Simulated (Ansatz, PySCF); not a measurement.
AlCl₄, SMILES [Cl][Al-]([Cl])([Cl])[Cl], charge -1. Atoms are numbered in the order given.

```xyz
5

Cl    -1.2592     1.2592    -1.2592
Al     0.0000     0.0000     0.0000
Cl     1.2592     1.2592     1.2592
Cl     1.2592    -1.2592    -1.2592
Cl    -1.2592    -1.2592     1.2592
```
Charge -1, spin multiplicity 1.

The structure is a stationary point at B3LYP-D3(BJ)/def2-SVPD.

Two levels are set side by side: PBE-D3(BJ)/def2-SVPD (Ansatz, an electronic-structure program) and B3LYP-D3(BJ)/def2-SVPD (Ansatz). Each level has its own optimised geometry; the coordinates shown are those of the second. Frequencies come from the Hessian of PySCF at each geometry. Differences are taken from unrounded values.

| quantity | B3LYP-D3(BJ) | PBE-D3(BJ) | PBE-D3(BJ) minus B3LYP-D3(BJ) |
|---|---|---|---|
| mean bond length (Å) | 2.181 | 2.187 | 0.006 |
| bond Cl1–Al2 (Å) | 2.181 | 2.187 | 0.006 |
| bond Al2–Cl3 (Å) | 2.181 | 2.187 | 0.006 |
| bond Al2–Cl4 (Å) | 2.181 | 2.187 | 0.006 |
| bond Al2–Cl5 (Å) | 2.181 | 2.187 | 0.006 |
| highest harmonic wavenumber (cm⁻¹) | 485 | 479 | -6 |
| mean harmonic wavenumber (cm⁻¹) | 278 | 272 | -6 |
| zero-point energy (kcal/mol) | 3.58 | 3.50 | -0.08 |
